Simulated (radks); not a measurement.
Results of a calculation; reference values are marked as such.
Question: Ti21+, configuration 1s1. Level of theory: Dirac Kohn-Sham, PBE, spin-unpolarised, spherical densities, finite nucleus; Fermi nuclear charge, rms radius 3.5921 fm (a radial shooting solver on a logarithmic mesh with Libxc functionals). Some entries of the table are withheld. Estimate them.

orbital  occ.  eigenvalue (eV)  <1/r> (bohr^-1)  <r^2> (bohr^2)
1s1/2       1        -6445.719            22.23             (1)
2s1/2       0              (2)            5.502             (3)
2p1/2       0        -1554.779              (4)             (5)
2p3/2       0        -1544.666              (6)             (7)

Answer: 
(1) 1s1/2 <r^2> (bohr^2): 0.006164
(2) 2s1/2 eigenvalue (eV): -1567.091
(3) 2s1/2 <r^2> (bohr^2): 0.08792
(4) 2p1/2 <1/r> (bohr^-1): 5.480
(5) 2p1/2 <r^2> (bohr^2): 0.06339
(6) 2p3/2 <1/r> (bohr^-1): 5.410
(7) 2p3/2 <r^2> (bohr^2): 0.06439
